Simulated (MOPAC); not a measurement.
MOPAC input (PM6):

```
PM6 FORCE THERMO(298,298) PRECISE LET UHF MS=0.5 GEO-OK AUX(PRECISION=9) THREADS=1
C5H7Ge

Ge    1.55278850 1   -0.04597577 1    0.13260813 1
C    -0.26839537 1    0.04981605 1   -0.06420379 1
C    -1.07194994 1    1.13361342 1    0.21399575 1
C    -2.50904491 1    0.78085168 1   -0.09121116 1
C    -2.40636567 1   -0.64856129 1   -0.57904850 1
C    -1.11036952 1   -1.05119861 1   -0.55639570 1
H     2.24210656 1   -1.32596268 1   -0.22893015 1
H     2.27704146 1    1.16028885 1    0.64704053 1
H    -0.79459993 1    2.09928549 1    0.58742260 1
H    -3.15199110 1    0.86506840 1    0.80488679 1
H    -2.94164114 1    1.44830230 1   -0.85987509 1
H    -3.27326137 1   -1.20229365 1   -0.88251077 1
H    -0.72234870 1   -2.01281039 1   -0.84431038 1
```

Output:

```
 *******************************************************************************
 **                                                                           **
 **                              MOPAC v23.2.5                                **
 **                                                                           **
 *******************************************************************************
 ** MOPAC's Digital Object Identifier: https://doi.org/10.5281/zenodo.6511958 **
 **                                                                           **
 ** Please cite the open-source release paper for use of this MOPAC version:  **
 ** J. E. Moussa and J. J. P. Stewart (2026)                                  **
 ** MOPAC: An open-source semiempirical molecular orbital program             **
 ** J. Open Source Softw., 11(119), 8025, https://doi.org/10.21105/joss.08025 **
 *******************************************************************************

                              PM6 CALCULATION RESULTS

 *******************************************************************************
 *  PM6        - The PM6 Hamiltonian to be used
 *  GEO-OK     - OVERRIDE INTERATOMIC DISTANCE AND OTHER SAFETY CHECKS
 *  UHF        - UNRESTRICTED HARTREE-FOCK CALCULATION
 *  MS=        - IN MECI, MAGNETIC COMPONENT OF SPIN =  0.5
 *  LET        - OVERRIDE SOME SAFETY CHECKS
 *  PRECISE    - TIGHTER CRITERIA TO BE USED
 *  FORCE      - FORCE CALCULATION SPECIFIED
 *  AUX        - OUTPUT AUXILIARY INFORMATION
 *  THERMO     - THERMODYNAMIC QUANTITIES TO BE CALCULATED
 *******************************************************************************
PM6 FORCE THERMO(298,298) PRECISE LET UHF MS=0.5 GEO-OK AUX(PRECISION=9) THREADS=1
 C5H7Ge

   ATOM   CHEMICAL          X               Y               Z
  NUMBER   SYMBOL      (ANGSTROMS)     (ANGSTROMS)     (ANGSTROMS)

     1      Ge          1.55278850  *  -0.04597577  *   0.13260813  *
     2       C         -0.26839537  *   0.04981605  *  -0.06420379  *
     3       C         -1.07194994  *   1.13361342  *   0.21399575  *
     4       C         -2.50904491  *   0.78085168  *  -0.09121116  *
     5       C         -2.40636567  *  -0.64856129  *  -0.57904850  *
     6       C         -1.11036952  *  -1.05119861  *  -0.55639570  *
     7       H          2.24210656  *  -1.32596268  *  -0.22893015  *
     8       H          2.27704146  *   1.16028885  *   0.64704053  *
     9       H         -0.79459993  *   2.09928549  *   0.58742260  *
    10       H         -3.15199110  *   0.86506840  *   0.80488679  *
    11       H         -2.94164114  *   1.44830230  *  -0.85987509  *
    12       H         -3.27326137  *  -1.20229365  *  -0.88251077  *
    13       H         -0.72234870  *  -2.01281039  *  -0.84431038  *

          CARTESIAN COORDINATES

    NO.       ATOM           X           Y           Z

     1        Ge          1.5528     -0.0460      0.1326
     2         C         -0.2684      0.0498     -0.0642
     3         C         -1.0719      1.1336      0.2140
     4         C         -2.5090      0.7809     -0.0912
     5         C         -2.4064     -0.6486     -0.5790
     6         C         -1.1104     -1.0512     -0.5564
     7         H          2.2421     -1.3260     -0.2289
     8         H          2.2770      1.1603      0.6470
     9         H         -0.7946      2.0993      0.5874
    10         H         -3.1520      0.8651      0.8049
[...]
 TRANSITION DIPOLE   0.6942         C  4 -- H 11         +49.2% ( 72.3%)     98.2%
 TRAVEL (Ang.)       0.2248         C  3 -- C  4          +0.8% (  9.2%)      0.0%
 REDUCED MASS        0.4988         C  4 -- C  5          +0.8% (  9.2%)      0.0%
 EFFECTIVE MASS      1.4329
 FORCE CONSTANT      2.1016

 VIBRATION         30   19A'          ATOM PAIR      ENERGY CONTRIBUTION    RADIAL
 FREQUENCY          2745.41         C  4 -- H 11         +49.2% ( 69.2%)     96.5%
 TRANSITION DIPOLE   0.8302         C  4 -- H 10         +49.2% ( 69.2%)     96.5%
 TRAVEL (Ang.)       0.2266         C  4 -- C  5          +0.6% (  7.5%)     29.6%
 REDUCED MASS        0.4785         C  3 -- C  4          +0.6% (  7.5%)     29.6%
 EFFECTIVE MASS      1.2474
 FORCE CONSTANT      2.1248

 VIBRATION         31   20A'          ATOM PAIR      ENERGY CONTRIBUTION    RADIAL
 FREQUENCY          2774.98         C  6 -- H 13         +49.7% ( 71.8%)    100.0%
 TRANSITION DIPOLE   0.6948         C  5 -- H 12         +44.7% ( 68.1%)     99.9%
 TRAVEL (Ang.)       0.2333         C  3 -- H  9          +2.0% ( 14.6%)     99.9%
 REDUCED MASS        0.4465         C  5 -- C  6          +0.9% (  9.5%)      0.0%
 EFFECTIVE MASS      1.3944
 FORCE CONSTANT      2.0256

 VIBRATION         32   21A'          ATOM PAIR      ENERGY CONTRIBUTION    RADIAL
 FREQUENCY          2776.55         C  3 -- H  9         +86.0% ( 94.4%)    100.0%
 TRANSITION DIPOLE   0.9452         C  6 -- H 13          +9.0% ( 30.6%)    100.0%
 TRAVEL (Ang.)       0.1802         C  5 -- H 12          +1.4% ( 12.1%)    100.0%
 REDUCED MASS        0.7477         Ge 1 -- C  3          +1.1% ( 10.4%)      2.8%
 EFFECTIVE MASS      1.4140
 FORCE CONSTANT      3.3961

 VIBRATION         33   22A'          ATOM PAIR      ENERGY CONTRIBUTION    RADIAL
 FREQUENCY          2785.73         C  5 -- H 12         +49.9% ( 72.1%)    100.0%
 TRANSITION DIPOLE   0.5811         C  6 -- H 13         +37.1% ( 62.1%)    100.0%
 TRAVEL (Ang.)       0.2458         C  3 -- H  9          +8.3% ( 29.4%)    100.0%
 REDUCED MASS        0.4007         C  5 -- C  6          +1.6% ( 12.9%)     99.7%
 EFFECTIVE MASS      1.5042
 FORCE CONSTANT      1.8321

      SYMMETRY NUMBER FOR POINT-GROUP Cs  =  1

          SYSTEM IS A GROUND STATE

 C5H7Ge

          MOLECULE IS NOT LINEAR

          THERE ARE 33 GENUINE VIBRATIONS IN THIS SYSTEM
          THIS THERMODYNAMICS CALCULATION IS LIMITED TO
          MOLECULES WHICH HAVE NO INTERNAL ROTATIONS

                    CALCULATED THERMODYNAMIC PROPERTIES
                                          *
   TEMP. (K)   PARTITION FUNCTION   H.O.F.    ENTHALPY  HEAT CAPACITY ENTROPY
                                   KCAL/MOL   CAL/MOLE    CAL/K/MOL  CAL/K/MOL

 298.00  VIB.     0.1262D+02                  2476.2793    19.2765    13.3479
         ROT.     0.2618D+06                   888.2803     2.9808    27.7722
         INT.     0.3305D+07                  3364.5596    22.2573    41.1201
         TRA.     0.1596D+28                  1480.4672     4.9680    40.7123
         TOT.                       59.063    4845.0268    27.2253    81.8325

   *: NOTE: HEATS OF FORMATION ARE RELATIVE TO THE
            ELEMENTS IN THEIR STANDARD STATE AT 298K
              (=  Standard Enthalpy of Formation).

            Hvib:  Zero-point energy is not included.
                   frequencies of less than zero cm-1 are not included.
            Hrot = (3/2)RT
            Htra = (3/2)RT + pV = (5/2)RT

            Heat capacity is Cp, not Cv

          For more information, see: HTTP://OpenMOPAC.net/Manual/thermochemistry.html

           FORCE CONSTANT IN CARTESIAN COORDINATES (Millidynes/A)

    ATOM   CHEMICAL       X               Y               Z
   NUMBER   SYMBOL  FORCE CONSTANT  FORCE CONSTANT  FORCE CONSTANT

      1      Ge        4.890210        5.168945        0.407146
      2       C        8.590060        7.930418        1.494546
      3       C        7.535868       10.112893        2.104118
      4       C        7.601351        7.126186        5.814073
      5       C       11.682772        7.758410        2.220219
      6       C       10.158507        9.333030        2.048959
      7       H        0.942368        2.598346        0.054666
      8       H        0.939038        2.599946        0.053831
      9       H        0.958185        4.093297        0.305893
     10       H        1.523466        1.052110        2.742923
     11       H        1.523801        1.051861        2.742836
     12       H        3.080784        1.959846        0.340263
     13       H        1.286725        3.790492        0.357694

 **********************
 *                    *
 * JOB ENDED NORMALLY *
 *                    *
 **********************

 == MOPAC DONE ==
```
